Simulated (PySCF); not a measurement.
An element was calculated at PBE (PySCF 2.14, non-relativistic, a triple-zeta basis, no spin-orbit coupling), in the ground configurations that NIST lists.

| Item | Value |
| --- | --- |
| electron affinity | 1.133 eV |
| first ionisation energy | 7.726 eV |
| second ionisation energy | 16.628 eV |
| third ionisation energy | 31.691 eV |
| polarisability of the atom | 63.3 bohr³ |

Which element is it?

Iron (Fe, Z = 26), in aug-cc-pwCVTZ. NIST lists 7.902, 16.199, 30.651 ± 0.012 eV for these ionisation energies.
